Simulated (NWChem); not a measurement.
System: CH$_{5}$BOS; SMILES COBS

Input file for NWChem:

```
start job
memory heap 200 mb stack 900 mb global 1100 mb
geometry units angstroms noautosym nocenter noautoz
  B     -0.953386    -0.058500    -0.093995
  H     -2.112530    -0.348057    -0.259402
  O     -0.597705     1.231027    -0.232176
  C      0.720271     1.692075    -0.064837
  H      0.731030     2.777520    -0.233840
  H      1.089072     1.488047     0.954645
  H      1.405795     1.214057    -0.784936
  S      0.276722    -1.328953     0.329805
  H     -0.594971    -2.356990     0.332912
end
basis spherical
  * library 6-311g**
end
dft
  xc xpbe96 cpbe96
  iterations 150
end
tddft
  cis
  ecut -9.0
  nroots 6
  notriplet
end
task tddft energy
```

Output (shortened):

```
             Northwest Computational Chemistry Package (NWChem) 7.3.0
             --------------------------------------------------------

                             Geometry "geometry" -> ""
                             -------------------------

 Output coordinates in angstroms (scale by  1.889725989 to convert to a.u.)

  No.       Tag          Charge          X              Y              Z
 ---- ---------------- ---------- -------------- -------------- --------------
    1 B                    5.0000    -0.95338600    -0.05850000    -0.09399500
    2 H                    1.0000    -2.11253000    -0.34805700    -0.25940200
    3 O                    8.0000    -0.59770500     1.23102700    -0.23217600
    4 C                    6.0000     0.72027100     1.69207500    -0.06483700
    5 H                    1.0000     0.73103000     2.77752000    -0.23384000
    6 H                    1.0000     1.08907200     1.48804700     0.95464500
    7 H                    1.0000     1.40579500     1.21405700    -0.78493600
    8 S                   16.0000     0.27672200    -1.32895300     0.32980500
    9 H                    1.0000    -0.59497100    -2.35699000     0.33291200

 Effective nuclear repulsion energy (a.u.)     149.2201619636

  pbe96 is a nonlocal functional; adding pw91lda local functional.

                                 NWChem DFT Module
                                 -----------------

 Summary of "ao basis" -> "ao basis" (spherical)
 ------------------------------------------------------------------------------
       Tag                 Description            Shells   Functions and Types
 ---------------- ------------------------------  ------  ---------------------
 B                          6-311g**                 8       18   4s3p1d
 H                          6-311g**                 4        6   3s1p
 O                          6-311g**                 8       18   4s3p1d
 C                          6-311g**                 8       18   4s3p1d
 S                          6-311g**                12       26   6s5p1d

            General Information
            -------------------
          SCF calculation type: DFT
          Wavefunction type:  closed shell.
          No. of atoms     :     9
          No. of electrons :    40
           Alpha electrons :    20
            Beta electrons :    20
          Charge           :     0
          Spin multiplicity:     1
          Use of symmetry is: off; symmetry adaption is: off
          Maximum number of iterations: 150
          AO basis - number of functions:   110
                     number of shells:    56
          Convergence on energy requested:  1.00D-06
          Convergence on density requested:  1.00D-05
          Convergence on gradient requested:  5.00D-04

[...]

                                NWChem TDDFT Module
                                -------------------

            General Information
            -------------------
           No. of orbitals :     220
            Alpha orbitals :     110
             Beta orbitals :     110
        Alpha frozen cores :       0
         Beta frozen cores :       0
     Alpha frozen virtuals :       0
      Beta frozen virtuals :       0
         Spin multiplicity :       1
    Number of AO functions :     110
        Use of symmetry is : off
      Symmetry adaption is : off
         Schwarz screening :  0.10D-07

              XC Information
              --------------
   PerdewBurkeErnzerhof Exchange Functional   1.00
     Perdew 1991 LDA Correlation Functional   1.00 local
    PerdewBurkeErnz. Correlation Functional   1.00 non-local

             TDDFT Information
             -----------------
          Calculation type : Tamm-Dancoff TDDFT
         Wavefunction type : Restricted singlets
          No. of electrons :      40
           Alpha electrons :      20
            Beta electrons :      20
              No. of roots :       6
          Max subspacesize :    5200
            Max iterations :     100
               Target root :       1
           Target symmetry : none
             Energy Cutoff :-0.90D+01
      Symmetry restriction : off
                 Algorithm : Optimal
        Davidson threshold :  0.10D-03

    6 smallest eigenvalue differences (eV)
--------------------------------------------------------
  No. Spin  Occ  Vir  Irrep   E(Occ)    E(Vir)   E(Diff)
--------------------------------------------------------
    1    1    3   21 a        -9.938    -0.033   269.544
    2    1    3   22 a        -9.938    -0.014   270.053
    3    1    3   23 a        -9.938     0.034   271.356
    4    1    3   24 a        -9.938     0.052   271.859
    5    1    3   25 a        -9.938     0.072   272.384
    6    1    3   26 a        -9.938     0.083   272.682
--------------------------------------------------------

  Entering Davidson iterations
  Restricted singlet excited states

  Iter   NTrls   NConv    DeltaV     DeltaE      Time
  ----  ------  ------  ---------  ---------  ---------
    1      6       0     0.11E+00   0.10+100       10.3
    2     12       1     0.82E-03   0.27E-02       10.4
    3     17       5     0.26E-03   0.15E-06       10.2
    4     18       6     0.59E-04   0.28E-08        7.0
  ----  ------  ------  ---------  ---------  ---------
  Convergence criterion met

  Ground state a        -539.132494409240 a.u.

  ----------------------------------------------------------------------------
  Root   1 singlet a              9.905663830 a.u.              269.5469 eV
  ----------------------------------------------------------------------------
     Transition Moments    X -0.00110   Y  0.00095   Z  0.00604
     Dipole Oscillator Strength                    0.0002551980
     Electric Quadrupole                           0.0000023614
     Magnetic Dipole                               0.0000042650
     Total Oscillator Strength                     0.0002618243

[...]
```

Level: PBE/6-311G** (spherical d), restricted-window TDA. Structure relaxed at the PBE0/def2-SVP level. The quadrupole and magnetic terms of the printed total strengths depend on the origin.
